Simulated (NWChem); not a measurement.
Species: BF cation, doublet

```xyz
2

B      0.0000     0.0000    -0.7773
F      0.0000     0.0000     0.4351
```
Atoms are numbered in this order, from 1.

Program: NWChem. Pople sets run with spherical d functions. Spin-unrestricted. Coordinates come from a PBE0-D3(BJ)/def2-TZVP, spin-unrestricted optimisation. No stability test was run on the SCF state. Vzz is the largest principal value of the second derivative of the potential at the nucleus (NWChem prints the opposite sign); η is the asymmetry. Non-relativistic.

```csv
level,Vzz B1 (a.u.),η B1
PBE/6-31G*,…,0.00
PBE/cc-pVTZ,-0.411,0.00
UHF/def2-SVP,-0.467,0.00
UHF/6-31G*,-0.444,0.00
```

### Question
Some entries are withheld; supply them.

### Answer

- PBE/6-31G*, Vzz B1 (a.u.): -0.340
